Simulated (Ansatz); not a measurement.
Basis sets compared for CaCl₂. Charge 0, multiplicity 1. Geometry r2SCAN-D4/def2-TZVP. Ansatz on 4 threads of Intel Xeon on a shared host; times are rough, and most runs start from earlier orbitals.

```xyz
3

Ca   -0.0559   -0.0291   -0.0129
Cl    1.2375   -1.8317   -1.0783
Cl   -1.1815    1.8608    1.0912
```

The 6-31G sets use Cartesian d functions. The structure comes from a short search, and lower isomers may exist.

Binding counts from free atoms (Ca singlet, Cl doublet) in the same basis, without a counterpoise term.

```
                            level  functions  energy (Eh)  HOMO (eV)  LUMO (eV)  binding per atom (eV)  wall time
                         HF/6-31G         55   -1595.8597     -11.50      -0.28                   2.40      1.8 s
                     HF/def2-TZVP        110   -1595.9733     -11.48      -0.14                   2.48      3.3 s
                  PBE-D4/def2-SVP         60   -1597.1900      -6.72      -2.81                   3.21      2.3 s
                 PBE-D4/def2-TZVP        110   -1597.5925      -6.97      -2.88                   3.15      2.1 s
r2SCAN-D4/def2-TZVP (with forces)        110   -1598.0973      -7.30      -2.30                   3.25      7.5 s
                 PBE0-D4/def2-SVP         60   -1597.3160      -8.10      -2.14                   3.16        3 s
                PBE0-D4/def2-TZVP        110   -1597.7132      -8.31      -2.17                   3.11      4.2 s
```

(1) Estimate the rows for PBE-D4/def2-TZVPD, r2SCAN-D4/def2-TZVPD, PBE0-D4/def2-TZVPD.

## Answers

(1) 
| level | functions | energy (Eh) | HOMO (eV) | LUMO (eV) | binding per atom (eV) | wall time |
| --- | --- | --- | --- | --- | --- | --- |
| PBE-D4/def2-TZVPD | 128 | -1597.5946 | -7.01 | -2.89 | 3.15 | 3.9 s |
| r2SCAN-D4/def2-TZVPD | 128 | -1598.0992 | -7.31 | -2.25 | 3.26 | 3.4 s |
| PBE0-D4/def2-TZVPD | 128 | -1597.7152 | -8.33 | -2.16 | 3.12 | 4.4 s |
